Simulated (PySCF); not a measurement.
# Molecular orbitals of GaC

PBE0 at R = 2.004 Å; basis Ga cc-pVTZ-PP with ECP10, C cc-pVTZ; scalar-relativistic core potentials; PySCF 2.14. State: ⁴Σ⁻ (quartet), unpaired electrons σ ↑, π ↑↑. Only the outer orbitals are listed, counted within each symmetry, core potentials removing the inner ones.

| spin | orbital | occ. | ε (eV) | on Ga (%) | main shells (%) |
| --- | --- | --- | --- | --- | --- |
| α | 5σ | 1 | -16.95 | 20 | 79 C s, 12 Ga s |
| α | 6σ | 1 | -10.26 | 61 | 60 Ga s, 26 C p, 12 C s |
| α | 3π | 1 | -6.93 | 17 | 83 C p, 14 Ga p |
| α | 3π | 1 | -6.93 | 17 | 83 C p, 14 Ga p |
| α | 7σ | 1 | -6.48 | 52 | 48 C p, 27 Ga p, 25 Ga s |
| α | 4π | 0 | -1.32 | 89 | 87 Ga p, 11 C p |
| α | 4π | 0 | -1.32 | 89 | 87 Ga p, 11 C p |
| α | 8σ | 0 | 0.91 | 108 | 96 Ga p |
| β | 5σ | 1 | -13.55 | 35 | 62 C s, 28 Ga s |
| β | 6σ | 1 | -8.29 | 72 | 61 Ga s, 23 C s, 9 Ga p |
| β | 3π | 0 | -2.50 | 66 | 65 Ga p, 34 C p |
| β | 3π | 0 | -2.50 | 66 | 65 Ga p, 34 C p |
| β | 7σ | 0 | -2.28 | 38 | 59 C p, 24 Ga p, 13 Ga s |

Task: Which are the highest filled and the lowest empty level, where do they sit, and how wide is the gap?

Result: Highest filled α 7σ at -6.48 eV (in %: 48 C p, 27 Ga p, 25 Ga s); lowest empty β 3π at -2.50 eV (in %: 65 Ga p, 34 C p); the gap at PBE0 is 3.98 eV.

```json
{
 "bond order (Mayer)": "1.35",
 "⟨S²⟩": "3.755",
 "charge on Ga (Mulliken, basis-dependent)": "0.31",
 "charge on Ga (Löwdin, basis-dependent)": "0.14",
 "dipole moment (positive dipole means Ga(−)C(+))": "-2.12 D",
 "polarisability along the bond": "66.7 bohr³",
 "polarisability across the bond": "36.4 bohr³"
}
```

Shares are Mulliken populations and can fall outside 0 to 100 %.

Spin–orbit coupling is left out. The state is the lowest determinant that a PBE0 search found; another state may lie lower at other levels.
